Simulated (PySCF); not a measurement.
Computed with PBE-D3(BJ)/def2-TZVP // r2SCAN-D4/def2-TZVP run with PySCF. All species are isolated molecules in the gas phase. Excitations are Tamm–Dancoff values on a coarser integration grid. The basis has no diffuse functions, so Rydberg states are missing or too high.

Reference species (SMILES): `[GeH2]=[Se]` (neutral, multiplicity 1).

```json
{
  "S1 oscillator strength": "0.000",
  "S1–T1 gap (TDA)": "0.33 eV",
  "T1 excitation (TDA)": "1.90 eV",
  "adiabatic ionisation energy (no zero-point term)": "8.67 eV"
}
```

After one change: the S1 oscillator strength is nearly the same; the S1–T1 gap (TDA) increases by 0.40 eV; the T1 excitation (TDA) rises by 1.34 eV; the adiabatic ionisation energy (no zero-point term) rises by 0.54 eV.

Question: Name the change that produced these shifts. The new species is one of these.
A) `N=[SiH2]`
B) `C=N`
C) `[O]=[GeH2]`
D) `[SiH2]=[Se]`

Answer: A, `N=[SiH2]`
